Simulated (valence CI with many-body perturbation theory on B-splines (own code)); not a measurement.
Valence orbitals of Pr20+

Calculated by configuration interaction combined with many-body perturbation theory (CI+MBPT): three valence electrons over a frozen Dirac-Fock core [Kr], a basis of 7 s, 7 p, 8 d, 6 f, 4 g, 1 h functions for each j, with the one-electron correlation potential Σ1 (screened to all orders), the two-electron term Σ2, the three-electron term Σ3, Breit, model QED; selected single and double excitations, second order for the rest, scaled by the run's own slope (own B-spline code, finite nucleus).

No measured spectrum was set against this ion. As an estimate, terms of the open shell hold to 2 to 4 % of their energy, and close levels can change places. The list stops below the first excitations out of the core.

These are the spectroscopic orbitals of the CI (the correlating ones are not listed), shaped by the core and the other valence electrons. h is the expectation value of the core's Dirac-Fock operator, without the valence repulsion; Σ1 is computed up to l = 3 at one energy for each symmetry, that of its lowest orbital but kept below the first core excitation, so for empty shells it is not the orbital's own correlation shift; Breit and QED include the response of the core.

```csv
Orbital,h (hartree),Σ1 (cm⁻¹),Breit (cm⁻¹),QED (cm⁻¹),⟨r⟩ (bohr)
5s1/2,-16.857,-10689,1345,1087,1.083
6s1/2,-10.657,-3976,682,551,1.708
7s1/2,-7.3642,-2004,387,316,2.478
5p1/2,-15.826,-9946,2091,-49.9,1.117
6p1/2,-10.123,-3927,1090,-25.0,1.762
7p1/2,-7.0524,-2034,632,-14.3,2.552
5p3/2,-15.464,-9183,1256,60.3,1.146
6p3/2,-9.9389,-3706,662,32.2,1.796
7p3/2,-6.9451,-1937,410,19.0,2.592
4d3/2,-24.332,-20168,1986,-318,0.6266
5d3/2,-13.767,-8320,795,-97.3,1.200
6d3/2,-9.055,-3780,422,-50.0,1.893
4d5/2,-24.142,-19745,935,-205,0.6326
5d5/2,-13.692,-8241,418,-56.4,1.207
6d5/2,-9.0155,-3748,225,-28.8,1.902
4f5/2,-19.512,-37706,-76.3,-214,0.6355
5f5/2,-11.878,-8288,61.7,-70.6,1.266
4f7/2,-19.48,-35518,-561,-185,0.6376
5f7/2,-11.863,-8164,-133,-58.6,1.268
5g7/2,-10.757,,-71.5,-20.3,1.242
5g9/2,-10.754,,-100,-16.9,1.242
```

Among the shells of the start configuration 4d3, Σ1 is largest in size for 4d3/2, where it is 0.38 % of h.

Lowest root of each symmetry, sizes in configuration state functions:

| J | Parity | Roots | Reference | Variational | Second order | Change by selected CI (cm⁻¹) | Change by second order (cm⁻¹) |
| --- | --- | --- | --- | --- | --- | --- | --- |
| 1/2 | even | 3 | 81 | 3183 | 5257 | -2168 | -1 |
| 3/2 | even | 6 | 139 | 5491 | 9462 | -1757 | -1 |
| 5/2 | even | 6 | 163 | 6620 | 15335 | -1419 | 0 |
| 7/2 | even | 4 | 151 | 5992 | 16635 | -1634 | -1 |
| 9/2 | even | 4 | 124 | 5115 | 10710 | -2022 | -2 |
| 11/2 | even | 1 | 81 | 2939 | 9396 | -2486 | -2 |
| 1/2 | odd | 8 | 71 | 5402 | 6984 | -2748 | 0 |
| 3/2 | odd | 14 | 124 | 9358 | 13134 | -2490 | 0 |
| 5/2 | odd | 17 | 141 | 11330 | 18008 | -2480 | -1 |
| 7/2 | odd | 17 | 132 | 10922 | 22030 | -1703 | 0 |
| 9/2 | odd | 14 | 102 | 10238 | 18665 | -1745 | 0 |
| 11/2 | odd | 10 | 66 | 7936 | 13999 | -1706 | 0 |
| 13/2 | odd | 5 | 32 | 4489 | 12362 | -1550 | 0 |
| 15/2 | odd | 2 | 14 | 2766 | 4397 | -1726 | 0 |
